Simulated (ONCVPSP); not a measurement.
## Cutoff test, Zn, ONCV

- Element: zinc (Zn)
- Generator: ONCVPSP 4.0.1
- Type: optimised norm-conserving Vanderbilt (ONCV)
- Functional: PBE
- Relativity: scalar-relativistic
- Frozen core: [Ne]
- Valence charge: 20
- Reference configuration: 3s2 3p6 3d10 4s2
- Partial waves: 3s+4s: rc 0.95 bohr, ncon 3, nbas 8, qcut 9.9 1/bohr, 2 projectors; 3p: rc 1.10 bohr, ncon 3, nbas 6, qcut 15.3 1/bohr, 2 projectors, debl 3.2 Ha; 3d: rc 0.90 bohr, ncon 4, nbas 8, qcut 16.5 1/bohr, local
- Local potential: the d channel
- Core correction: Teter function, fcfact 4.5, rcfact 1.45

Problem. For each optimised wave give the share of its norm inside rc, the residual kinetic energy above qcut (Ha) and the cutoffs (Ha) for errors of 10, 1, 0.1 and 0.01 mHa per electron.

Solution.

```
         wave  norm inside rc  residual KE  10 mHa  1 mHa  0.1 mHa  0.01 mHa
           3s           0.860      2.2e-04    31.9   42.1     98.4     300.6
           4s           0.026      5.1e-05    11.3   35.4     46.0      83.1
           3p           0.902      4.5e-09    40.6   51.6     61.6      69.5
p projector 2           0.031      2.7e-10    27.8   40.1     50.8      60.0
           3d           0.604      1.6e-05    95.0  112.1    125.1     161.5
```

The occupied waves need 112 Ha and 125 Ha for 1 and 0.1 mHa.
